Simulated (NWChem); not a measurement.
Molecule: bromine monochloride (BrCl); SMILES ClBr

```xyz
2

Cl     0.0000     0.0000     1.4518
Br     0.0000     0.0000    -0.7127
```
Atoms are numbered in this order, from 1.

All runs use the structure optimised with PBE0/def2-SVP.

Spin-orbit effects, on the heavy nuclei and on their neighbours, are missing.

Give the principal values of the shielding tensors (ppm) of Cl1, Br2 from PBE0/x2c-SVPall-s, scalar ZORA without spin-orbit coupling, GIAO (NWChem), with their diamagnetic and paramagnetic parts as GIAO splits them.


```
atom    σ11    σ22     σ33  isotropic  diamagnetic  paramagnetic
----  -----  -----  ------  ---------  -----------  ------------
Cl1   634.9  634.9  1157.5      809.1       1143.2        -334.1
Br2   -35.2  -35.2  3136.6     1022.1       3110.3       -2088.2
```
